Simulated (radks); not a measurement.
The numbers below are computed, except where a source is named.
The mean radii <r> (bohr) of the occupied orbitals of an atom or ion are listed with their occupations. Level of theory: Dirac Kohn-Sham, PBE, spin-unpolarised, spherical densities, finite nucleus; Fermi nuclear charge, rms radius of each element as measured or else 0.836 A^(1/3) + 0.57 fm (a radial shooting solver on a logarithmic mesh with Libxc functionals).

orbital  occ.      <r>
1s1/2       2  0.01744
2s1/2       2  0.07216
2p1/2       2  0.05946
2p3/2       4  0.06749
3s1/2       2   0.1756
3p1/2       2   0.1647
3p3/2       1   0.1767

Name the element and its charge. Open shells, if any, fill j = l - 1/2 first.

Answer. Z = 77, iridium, charge +62: Ir62+ in [Ne] 3s2 3p3. The 1s radius gives Z: for a bare nucleus <r> = (2 gamma + 1)/(2Z) with gamma = sqrt(1 - (Z/c)^2), 0.01724 bohr for Z = 77, and screening makes it slightly larger (0.01744 here). The occupations add up to 15, and the charge is Z minus that.
